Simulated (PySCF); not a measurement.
# Working out the excitation energy of Rb

Rb [Kr] 5s1 (2S) → Rb [Kr] 5p1 (2P). Calculation: PySCF 2.14, in def2-TZVPPD with the def2 core potential (28 electrons); scalar relativity through the core potential. Frozen: nothing. Energies in hartree (1 hartree = 27.21139 eV):

```
            part  Rb (lower)  Rb (upper)
             UHF  -23.802565  -23.752855
CCSD correlation   -0.105865   -0.098852
             (T)   -0.001948   -0.001685
```

**Question.** What does Hartree-Fock give?

**Answer.** (-23.752855) − (-23.802565) = 0.049710 hartree = 1.353 eV.

**Question.** What do CCSD and CCSD(T) give?

**Answer.** The CCSD correlation energies differ by 0.007013 hartree = 0.191 eV and the triples by 0.000263 hartree = 0.007 eV, so CCSD gives 1.544 eV and CCSD(T) 1.551 eV.

Measured between the centres of the two terms (NIST): 1.579 eV, so CCSD(T) (valence and next inner shell) is off by -0.028 eV.

What remains against the reference includes basis incompleteness and higher excitations.
